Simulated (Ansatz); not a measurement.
C2H4FGaO (SMILES C=[CH][Ga]([OH])[F]), singlet, geometry from GFN2-xTB (such geometries of metal compounds can be far from the true shape), atoms displaced at random by about 0.03 Å a coordinate; PBE/STO-3G, gradient (Ansatz, a quantum-chemistry and plane-wave program).

The Ansatz input:
Ansatz 0.2 input:
```yaml
crystal:
  periodic: [false, false, false]
  atoms:
    - {symbol: Ga, position_ang: [-0.18039318, 0.15957831, 0.24941315]}
    - {symbol: F, position_ang: [-1.77121682, 0.24570558, 0.83209410]}
    - {symbol: C, position_ang: [0.31842692, -1.16491646, -1.32875695]}
    - {symbol: C, position_ang: [1.50224527, -1.17081846, -1.75196344]}
    - {symbol: H, position_ang: [-0.46080671, -1.78589605, -1.63045804]}
    - {symbol: H, position_ang: [1.84219527, -1.87797827, -2.49956020]}
    - {symbol: H, position_ang: [2.28311078, -0.59140359, -1.32553978]}
    - {symbol: O, position_ang: [0.98863845, 1.26255866, 0.92224822]}
    - {symbol: H, position_ang: [0.73488326, 1.84128657, 1.59683061]}
basis:
  gaussian:
    orbitals: STO-3G
hamiltonian:
  xc: pbe
output: {forces: true}
```

**Question.** Predict the main parts of the log of this Ansatz run.

**Answer.** 
```
Functional definition: PBE
515 factors; integrals over basis functions are off by at most 6.2e-5 eV
mean field evaluation 1: about -57457.8757 eV, gradient 2.8e2 eV
mean field evaluation 2: about -58146.0665 eV, gradient 1.2e2 eV
mean field evaluation 4: about -58322.3379 eV, gradient 1.9e2 eV
mean field evaluation 8: about -58466.0020 eV, gradient 1.3e2 eV
mean field evaluation 16: about -58554.1491 eV, gradient 2.6e-1 eV
mean field evaluation 32: about -58541.5257 eV, gradient 3.1e1 eV
mean field -58554.08480522 eV, -2151.8229272076 hartree, gradient 1.4e-5 eV, S^2 0.000000; 4 other end points of the search recorded, 0 dependent functions left out
the calculation of the forces begins
reference -58554.08483002 eV, -2151.8229281191 hartree; 32, 32 occupied and 10, 10 virtual orbitals, 515 factors
Total energy: -58554.08483002 eV, -2151.8229281191 hartree
Atom 0 at    -0.180393     0.159578     0.249413 Å, force     1.339556     1.117112     0.366834 eV/Å
Atom 1 at    -1.771217     0.245706     0.832094 Å, force     1.776679    -0.132001    -0.686748 eV/Å
Atom 2 at     0.318427    -1.164916    -1.328757 Å, force    -5.599309     4.258973     6.373513 eV/Å
Atom 3 at     1.502245    -1.170818    -1.751963 Å, force     5.427785    -1.248741    -2.600799 eV/Å
Atom 4 at    -0.460807    -1.785896    -1.630458 Å, force    -1.944640    -1.778981    -1.224315 eV/Å
Atom 5 at     1.842195    -1.877978    -2.499560 Å, force     0.340553    -0.514202    -0.823791 eV/Å
Atom 6 at     2.283111    -0.591404    -1.325540 Å, force     1.261014     1.175460     0.515077 eV/Å
Atom 7 at     0.988638     1.262559     0.922248 Å, force    -0.229414    -6.722778    -6.671113 eV/Å
Atom 8 at     0.734883     1.841287     1.596831 Å, force    -2.372223     3.845159     4.751342 eV/Å
Dipole moment:    -0.076008     0.211436     0.255274 e Å
```
